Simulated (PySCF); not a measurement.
B(F)(Cl)(NH2) (BClFH2N), SMILES NB(F)Cl. Atoms are numbered in the order given.

```xyz
6

B     -0.0658    -0.4341     0.0000
F     -1.2897    -0.9590     0.0000
Cl     0.0901     1.3378     0.0000
N      1.0592    -1.2547     0.0000
H      2.0035    -0.8928     0.0000
H      0.9856    -2.2652     0.0000
```

Geometry: B3LYP-D3(BJ)/def2-SVP. The values are those of a single conformer.

These are PBE0/pcJ-1 in PySCF values and carry that method's errors.

Isotropic couplings with Fermi-contact, spin-dipole and both spin-orbit terms, one fixed conformer, no vibrational averaging. Isotopes: 11B, 14N, 19F, 1H.

Computed spin–spin coupling constants:
| pair | bonds apart | J (Hz) |
|---|---|---|
| B1–F2 | 1 | -114.3 |
| B1–N4 | 1 | 33.1 |
| N4–H5 | 1 | 62.0 |
| N4–H6 | 1 | 60.0 |
| B1–H5 | 2 | 3.1 |
| B1–H6 | 2 | 1.5 |
| F2–N4 | 2 | 6.9 |
| H5–H6 | 2 | -3.1 |
| F2–H5 | 3 | 19.3 |
| F2–H6 | 3 | -4.1 |
